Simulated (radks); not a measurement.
Valence configurations of Cr I (all share [Ar]). Method: non-relativistic Kohn-Sham, PBEsol, spin-polarised, spherical densities, point nucleus; open shells are filled with parallel spins first; computed with a radial shooting solver on a logarithmic mesh with Libxc functionals. Energies are relative to 3d5 4s1; eigenvalues in eV for spin up.

\begin{tabular}{lrrrrr}
valence & E (eV) & moment (Bohr magnetons) & e(3d) & e(4p) & e(4s) \\ \hline
3d5 4s1 & 0.000 & 6 & -3.830 & - & -4.388 \\
3d6 & 4.317 & 4 & -3.121 & - & - \\
3d4 4s1 4p1 & 4.283 & 6 & -8.570 & -2.470 & -6.318 \\
3d4 4p2 & 8.181 & 6 & -9.798 & -3.055 & - \\
3d3 4s2 4p1 & 10.200 & 4 & -13.246 & -2.963 & -7.259 \\
3d4.5 4s1 4p0.5 & 1.710 & 6 & -6.073 & -1.836 & -5.364 \\
3d2 4s1 4p3 & 25.611 & 6 & -20.531 & -4.815 & -9.951 \\
3d4 4s2 & 2.235 & 4 & -7.367 & - & -5.206 \\
3d5 4p1 & 3.279 & 6 & -5.171 & -1.928 & - \\
3d2.5 4s1 4p2.5 & 18.425 & 6 & -17.298 & -4.246 & -9.068 \\
\end{tabular}

NIST lists [Ar] 3d5 4s1 as the ground configuration; this level of theory agrees among the configurations tried. The energies are those of spherical high-spin densities, not of single terms.
